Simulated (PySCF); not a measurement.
Ga(Cl)3(NH3) (Cl3GaH3N), SMILES [NH3]->[Ga]([Cl])([Cl])[Cl] (connectivity only; charge and spin as stated), neutral, multiplicity 1.

Geometry: PBE0-D3(BJ)/def2-SVP. The isomer is the one that the SMILES or the coordinates give; other isomers of the formula were not compared. One conformer was computed; it need not be the lowest.

These are TDA-PBE0/def2-SVPD (PySCF) values and carry that method's errors.

Vertical excitations; the highest root listed may be one member of a degenerate set.  State labels are in the subgroup Cs.

```csv
state,symmetry,energy (eV),λ (nm),f,main pairs
S1,A",6.45,192,0.000,HOMO→LUMO 91 %
S2,A',6.74,184,0.035,HOMO−2→LUMO (degenerate set)
S3,A",6.74,184,0.035,HOMO−1→LUMO (degenerate set)
S4,A',6.91,179,0.065,HOMO−3→LUMO (degenerate set)
S5,A",6.91,179,0.065,HOMO−4→LUMO (degenerate set)
S6,A',7.03,176,0.145,HOMO−5→LUMO 90 %
S7,A",7.25,171,0.000,HOMO→LUMO+1 91 %
S8,A',7.61,163,0.006,"HOMO−2→LUMO+1, HOMO−3→LUMO+1 (degenerate set)"
S9,A",7.61,163,0.006,"HOMO−1→LUMO+1, HOMO−4→LUMO+1 (degenerate set)"
S10,A',7.68,161,0.002,"HOMO−3→LUMO+1 74 %, HOMO−2→LUMO+1 13 %"
T1,A",6.16,201,0,"HOMO→LUMO 80 %, HOMO→LUMO+1 17 %"
T2,A",6.39,194,0,"HOMO−1→LUMO, HOMO−1→LUMO+1 (degenerate set)"
T3,A',6.39,194,0,"HOMO−2→LUMO, HOMO−2→LUMO+1 (degenerate set)"
T4,A",6.56,189,0,"HOMO−4→LUMO 79 %, HOMO−4→LUMO+1 16 %"
```
Triplets are in the Tamm–Dancoff approximation.
